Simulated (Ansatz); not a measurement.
Two isomers of CH8ClNSi2: A = `[SiH3]CN[SiH2]Cl`, B = `N[SiH]([SiH3])CCl`.

Computed with Ansatz on PBE0-D4/def2-TZVP structures; ΔE is electronic, products minus reactants. CCSD(T)/CBS adds triple-zeta CCSD(T) − MP2 to the extrapolated MP2 energy (def2 sets, frozen cores). DFT in def2-TZVPP. B3LYP here is the variant with VWN-RPA as its local correlation; programs differ in this. One conformer a species, not always the lowest.

Which isomer does CCSD(T)/CBS put lower? Give the gap. (Estimate.)

Ansatz gave: A, by 21.8 kcal/mol.

Give E(B) − E(A) in kcal/mol with ωB97M-V, PBE0-D4, CCSD(T)/def2-TZVPP, B3LYP, r2SCAN-D4, MP2/def2-TZVPP, HF/def2-TZVPP. (Estimate.)

Computed: ωB97M-V 23.0, PBE0-D4 20.0, CCSD(T)/def2-TZVPP 22.1, B3LYP 22.5, r2SCAN-D4 21.2, MP2/def2-TZVPP 23.8, HF/def2-TZVPP 26.4. None reverses the order clearly.

Largest T1 diagnostic: 0.011.

From PBE to PBE0 (25 % exact exchange), in def2-TZVPP and without D4, E(B) − E(A) moves by +1.3 kcal/mol. In def2-TZVPP, CCSD(T) changes the Hartree–Fock value by −4.2 kcal/mol (the triples alone add −0.6 kcal/mol) and MP2 by −2.5 kcal/mol.
